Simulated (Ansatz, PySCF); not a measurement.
AlAsFH3O, SMILES [OH][Al]([AsH2])[F]. Atoms are numbered in the order given.

```xyz
7

Al     0.8755     0.5581     0.0298
As    -1.1644    -0.7115    -0.0163
H     -0.4504    -1.8215    -0.7814
H     -1.5847     0.0028    -1.2976
F      0.8615     2.2025    -0.2451
O      2.3365    -0.2001     0.4261
H      3.1915     0.2247     0.5149
```

The structure is a stationary point at PBE0-D3(BJ)/def2-SVP. The structure was generated by enumeration; whether it is a known compound was not checked. Other conformers were not sampled.

Two levels are set side by side: PBE-D3(BJ)/def2-SVP (Ansatz, a first-principles code) and PBE0-D3(BJ)/def2-SVP (Ansatz). Each level has its own optimised geometry; the coordinates shown are those of the second. Frequencies come from the Hessian of PySCF at each geometry. Differences are taken from unrounded values.

```
quantity                            PBE0-D3(BJ)  PBE-D3(BJ)  PBE-D3(BJ) minus PBE0-D3(BJ)
----------------------------------  -----------  ----------  ----------------------------
mean bond length (Å)                      1.629       1.645                         0.016
bond Al1–As2 (Å)                          2.403       2.421                         0.018
bond Al1–F5 (Å)                           1.667       1.683                         0.015
bond Al1–O6 (Å)                           1.693       1.712                         0.019
bond As2–H3 (Å)                           1.526       1.542                         0.016
bond As2–H4 (Å)                           1.526       1.542                         0.016
bond O6–H7 (Å)                            0.959       0.971                         0.012
highest harmonic wavenumber (cm⁻¹)         3977        3799                          -178
mean harmonic wavenumber (cm⁻¹)             943         907                           -36
zero-point energy (kcal/mol)              20.22       19.45                         -0.77
```

Exact exchange shortens and stiffens bonds; PBE has none. Differences between two approximate levels are no errors against the true value.
